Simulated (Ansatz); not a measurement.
Consider the ligand exchange at a B–F bond: `NB(F)S` + `O[SiH3]` → `NB(S)O[SiH3]` + H–F.

Computed with Ansatz on PBE0-D4/def2-TZVP structures; ΔE is electronic, products minus reactants. CBS: MP2 limit from def2 TZ/QZ plus the TZ coupled-cluster correction, frozen cores. This one scheme is used for every species. DFT in def2-TZVPP. B3LYP here is the variant with VWN-RPA as its local correlation; programs differ in this. One conformer a species, not always the lowest.

`NB(F)S`:

```xyz
7

N     0.408    1.058   -0.370
B    -0.004   -0.254   -0.137
F     0.174   -1.172   -1.093
S    -0.778   -0.738    1.443
H     0.308    1.800    0.298
H     0.835    1.329   -1.238
H    -0.942   -2.023    1.096
```

`O[SiH3]`:

Cartesian coordinates in Å:
```
O 0.530 -0.891 -0.753
Si -0.058 0.368 0.132
H 0.207 -1.769 -0.552
H -1.534 0.501 -0.014
H 0.610 1.581 -0.393
H 0.245 0.211 1.581
```

`NB(S)O[SiH3]`:

Cartesian coordinates in Å:
```
N -0.843 0.017 -1.857
B -0.403 -0.261 -0.557
S -0.781 -1.844 0.301
O 0.335 0.680 0.103
Si 1.115 0.837 1.539
H -0.619 0.892 -2.299
H -1.393 -0.607 -2.417
H -1.464 -2.408 -0.706
H 2.579 0.811 1.298
H 0.743 -0.261 2.468
H 0.732 2.144 2.127
```

H–F:

Cartesian coordinates in Å:
```
F 0.340 0.280 0.134
H -0.340 -0.280 -0.134
```

(1) Is it downhill or uphill in electronic energy at CCSD(T)/CBS, and by how much? (Estimate.)

(2) What do these levels give: r2SCAN-D4, B3LYP-D4, ωB97M-V, PBE, r2SCAN, PBE0, B3LYP, HF/def2-TZVPP, HF/def2-QZVPP, MP2/def2-QZVPP, HF/CBS(def2), CCSD/CBS(def2)? (Estimate.)

Largest T1 diagnostic among the species: 0.012.

## Answers

(1) Computed: Uphill: ΔE = +0.12 eV.

(2) The calculation gave: r2SCAN-D4 0.23, B3LYP-D4 0.18, ωB97M-V 0.21, PBE 0.27, r2SCAN 0.25, PBE0 0.24, B3LYP 0.29, HF/def2-TZVPP 0.29, HF/def2-QZVPP 0.28, MP2/def2-QZVPP 0.10, HF/CBS(def2) 0.27, CCSD/CBS(def2) 0.14 eV.

The D4 term adds −0.12 eV with B3LYP and −0.07 eV with PBE0; it sums over pairs of atoms, weighted by their polarisabilities, and B3LYP, whose exchange is more repulsive, gets the larger term. In def2-TZVPP, CCSD(T) changes the Hartree–Fock value by −0.13 eV (the triples alone add −0.02 eV) and MP2 by −0.16 eV.
